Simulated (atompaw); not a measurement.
What one change does to a pseudopotential (Hg, PAW (atompaw))

| Property | Result |
| --- | --- |
| Element | Hg (Z = 80) |
| Generator | atompaw 4.2.0.5 |
| Type | PAW |
| Functional | PBEsol |
| Relativity | scalar-relativistic |
| Frozen core | [Kr] 4d10 4f14 |
| Valence charge | 20 |
| Reference configuration | 5s2 5p6 5d10 6s0 6p0 (charge +2) |
| Partial waves | 5s (bound): rc 1.20 bohr; 6s (bound, empty): rc 1.40 bohr; 5p (bound): rc 1.35 bohr; 6p (bound, empty): rc 1.40 bohr; 5d (bound): rc 1.40 bohr; 5d channel at -0.7 Ry: rc 1.40 bohr |
| Local potential | bessel scheme, radius 1.35 bohr |
| Core correction | smooth core density matched at 0.85 bohr |
| Augmentation charge | sinc compensation charge, radius 1.25 bohr; PAW radius 1.40 bohr; waves and projectors: custom polynom vanderbiltortho |

Change: local potential bessel scheme, radius 0.84 bohr.

Cutoffs: the cutoffs (Ry, on a coarse ladder) from which the occupation-weighted sum of valence levels, in a spherical-Bessel basis at the reference potential, stays within 10 and 1 mRy of its value at 400 Ry; they do not see the model core or the augmentation charge, which bear on the density cutoff.

Problem. What does the change do?

Solution. The potential gets softer (70 Ry and 90 Ry → 60 Ry and 90 Ry); neither file shows a bound ghost.

| quantity | base | changed |
| --- | --- | --- |
| cutoff, loose | 70 Ry | 60 Ry |
| cutoff, tight | 90 Ry | 90 Ry |
| loose cutoff by channel (10 mRy a level) | s 25 Ry, p 35 Ry, d 40 Ry | s 21 Ry, p 35 Ry, d 40 Ry |
| bound ghosts | none | none |
| s: phases at 1.41 bohr within 0.05 rad from the reference energy up to (Ry; the scan ends near 5) | to the end of the scan | to the end of the scan |
| p: phases at 1.41 bohr within 0.05 rad from the reference energy up to (Ry; the scan ends near 5) | to the end of the scan | to the end of the scan |
| d: phases at 1.41 bohr within 0.05 rad from the reference energy up to (Ry; the scan ends near 5) | to the end of the scan | to the end of the scan |
| lowest overlap eigenvalue by channel | s 0.21, p 0.76, d 0.99 | s 0.08, p 0.74, d 0.99 |

 The cutoffs see the waves, projectors and local potential, not the compensation charge or the core.
